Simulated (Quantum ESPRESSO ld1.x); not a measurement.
Values are calculated unless marked as measured or tabulated.
All-electron atom: the argon ion Ar+ in [Ne] 3s2 3p5. Code: ld1.x of Quantum ESPRESSO 7.5. Model: scalar-relativistic Kohn-Sham, LDA (Slater exchange, VWN5 correlation), spin-unpolarised, spherical densities, point nucleus.

Normalised radial functions P(r) = r R(r), r in bohr:

r	1s	2s
0.004004	0.5669	0.1607
0.005091	0.7053	0.1998
0.006471	0.8728	0.2471
0.008227	1.0729	0.3034
0.01046	1.3077	0.3691
0.01329	1.5767	0.4438
0.0169	1.8750	0.5253
0.02149	2.1914	0.6091
0.02731	2.5054	0.6873
0.03472	2.7855	0.7469
0.04414	2.9898	0.7696
0.05611	3.0694	0.7317
0.07133	2.9792	0.6072
0.09068	2.6941	0.3733
0.1153	2.2289	0.0222
0.1466	1.6487	-0.4261
0.1863	1.0595	-0.9116
0.2368	0.5706	-1.3364
0.3011	0.2461	-1.5882
0.3828	0.0804	-1.5883
0.4866	0.0185	-1.3385
0.6186	0.0027	-0.9354
0.7863	0.0002	-0.5269
0.9996	0.0000	-0.2299
1.271	0.0000	-0.0736
1.615	0.0000	-0.0161
2.054	0.0000	-0.0022
2.611	0.0000	-0.0002
3.319	0.0000	0.0000
4.219	0.0000	0.0000
5.364	0.0000	0.0000

1s: eigenvalue -3124.5 eV, 0 radial nodes, <r> = 0.0859 bohr, 90 % of the charge inside 0.153 bohr. 2s: eigenvalue -309.84 eV, 1 radial node at r = 0.117 bohr, <r> = 0.416 bohr, 90 % of the charge inside 0.649 bohr.
